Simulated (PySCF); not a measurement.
C6H5BO2.
Bonds: B1–O2, O2–C3, C3–C4 (aromatic), C4–C5 (aromatic), C5–C6 (aromatic), C6–C7 (aromatic), C7–C8 (aromatic), C8–O9, B1–O9, C3–C8 (aromatic). Hydrogens: H10 on B1; H11 on C4; H12 on C5; H13 on C6; H14 on C7.

The closed-shell ground state was solved at several levels (PySCF, density fitting, gas phase, non-relativistic). Geometry: PBE0-D3(BJ)/def2-SVP; no solvent, vibrations or thermal averaging.

| level | basis functions | total energy (Eh) | HOMO (eV) | LUMO (eV) | gap (eV) | dipole (D) |
| --- | --- | --- | --- | --- | --- | --- |
| B3LYP/def2-SVPD | 226 | -406.7621 | -6.81 | -0.85 | 5.96 | 1.24 |
| B3LYP/pcJ-1 | 293 | -407.0468 | -6.81 | -0.79 | 6.02 | 1.35 |
| PBE0/pcSseg-1 | 178 | -406.5220 | -7.04 | -0.62 | 6.42 | 1.30 |

**Question.** Estimate the row for PBE/pcSseg-1, a basis of 178 functions; the other rows only guide the guess.

**Answer.** Total energy -406.5077 Eh, HOMO -6.06 eV, LUMO -1.52 eV, gap 4.54 eV, dipole 1.28 D.

**Question.** Over all these levels, which gives the widest orbital gap and which the narrowest?

**Answer.** PBE0/pcSseg-1 (global hybrid, 25 % exact exchange) has the widest, 6.42 eV, and PBE/pcSseg-1 (GGA) the narrowest, 4.54 eV. The two share the basis. From the narrowest to the widest the HOMO moves by -0.98 eV and the LUMO by +0.90 eV.

**Question.** How far do the dipole and the HOMO energy spread over the levels?

**Answer.** The dipole runs from 1.24 to 1.35 D (mean 1.29 D) and the HOMO from -7.04 to -6.06 eV.
